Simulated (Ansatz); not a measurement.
Reaction (formal exchange of groups at the Si–N bond): `CN[SiH](N)S` + `CCl` → `N[SiH](S)CCl` + CH₃NH₂

Calculated with Ansatz (gas phase, PBE0-D4/def2-TZVP geometries, no zero-point term in ΔE). CCSD(T)/CBS is the MP2 limit (def2-TZVPP, def2-QZVPP) plus CCSD(T) − MP2 in def2-TZVPP, frozen cores. This one scheme is used for every species. DFT in def2-TZVPP. B3LYP here is the variant with VWN-RPA as its local correlation; programs differ in this. Each species was taken in one conformer, which may not be the lowest.

CCSD(T)/CBS gives +0.70 eV.

**Question.** Another level gave +0.68 eV. Which?
A. HF/def2-TZVPP
B. B3LYP/def2-TZVPP
C. PBE0/def2-TZVPP
D. PBE-D4/def2-TZVPP

**Answer.** C. PBE0 0.68, B3LYP 0.74, HF/def2-TZVPP 0.83, PBE-D4 0.63 eV.

Largest T1 diagnostic among the species: 0.010.

The D4 term adds −0.03 eV with B3LYP and −0.02 eV with PBE0; it sums over pairs of atoms, weighted by their polarisabilities, and B3LYP, whose exchange is more repulsive, gets the larger term. In def2-TZVPP, CCSD(T) changes the Hartree–Fock value by −0.13 eV (the triples alone add −0.02 eV) and MP2 by −0.11 eV.
